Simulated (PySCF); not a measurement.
# What a mistake does to a calculation on AlBC2H7

All numbers below are calculated, not measured. The program is PySCF 2.14.0, an open-source quantum chemistry code, run on an isolated molecule that a program drew, which may never have been made. The molecule is AlBC2H7 (charge 0, doublet), drawn as the SMILES string `[BH2][Al][CH2]C`.

Each row is a Hartree-Fock (HF) and frozen-core CCSD(T) single point in the cc-pV(D+d)Z basis, meant for a local HF minimum. Run 1 is clean. Each other run has one planted mistake out of seven kinds, and not every kind appears here: one electron removed, one electron added, multiplicity raised by two, geometry at a saddle point, minimal basis STO-3G, one bond length entered in bohr, all coordinates scaled. The reference is restricted for singlets and unrestricted otherwise, and also for a bond in bohr. Adding or removing an electron swaps singlet and doublet. Electrons count all cores. HOMO and LUMO are orbital energies over both spins, the gradient is its largest component, and the lowest frequency (negative if imaginary) is given only where the gradient is small. Bond lengths are over the 10 bonds as drawn. T1 is the CCSD diagnostic: over 0.02 (restricted) or 0.045 (unrestricted) a single reference is doubtful.

Geometry of the clean run:
```xyz
11
AlBC2H7, angstrom
B    -1.9098    2.5596   -1.5719
Al   -1.3527    1.7490    0.3162
C    -0.3619    0.0890    0.7848
C     0.1092   -0.8070   -0.3729
H    -1.2283    3.3831   -2.1272
H    -2.9959    2.3506   -2.0490
H    -0.9987   -0.4898    1.4683
H     0.4988    0.3850    1.4006
H    -0.7315   -1.1594   -0.9770
H     0.6423   -1.6917   -0.0115
H     0.7861   -0.2729   -1.0455
```

| run | electrons | basis functions | <S^2> | HOMO (eV) | LUMO (eV) | gradient (hartree/bohr) | lowest frequency (cm^-1) | mean bond (Å) | longest bond (Å) | T1 | HF (hartree) | CCSD(T) (hartree) | mistake |
|---|---|---|---|---|---|---|---|---|---|---|---|---|---|
| 1 | 37 | 100 | 0.809 | -7.28 | 1.21 | 2.4e-06 | 22 | 1.3544 | 2.129 | 0.0238 | -346.34853 | -346.84239 | no fault |
| 2 | 37 | 31 | 0.795 | -3.92 | 7.39 | 2.4e-02 | - | 1.3544 | 2.129 | 0.0252 | -342.18776 | -342.40695 | minimal basis STO-3G |
| 3 | 36 | 100 | 0.000 | -15.26 | -5.75 | 3.3e-02 | - | 1.3544 | 2.129 | 0.0116 | -346.10947 | -346.59291 | one electron removed |
| 4 | 37 | 100 | 3.781 | -6.62 | -0.82 | 4.6e-02 | - | 1.3544 | 2.129 | 0.0183 | -346.24800 | -346.72825 | multiplicity raised by two |
| 5 | 37 | 100 | 0.810 | -7.26 | 1.23 | 8.0e-03 | - | 1.3382 | 2.103 | 0.0242 | -346.34725 | -346.83961 | ? |

**Which mistake was planted in run 5, and what did it cost?**

The mean and the longest bond both change by the same factor, 0.988, and the gradient is no longer small. So the mistake is: all coordinates scaled. Subtracting run 1 and multiplying by 627.51 kcal/mol a hartree, the energy moved by 0.8 kcal/mol in HF and 1.7 kcal/mol in CCSD(T).

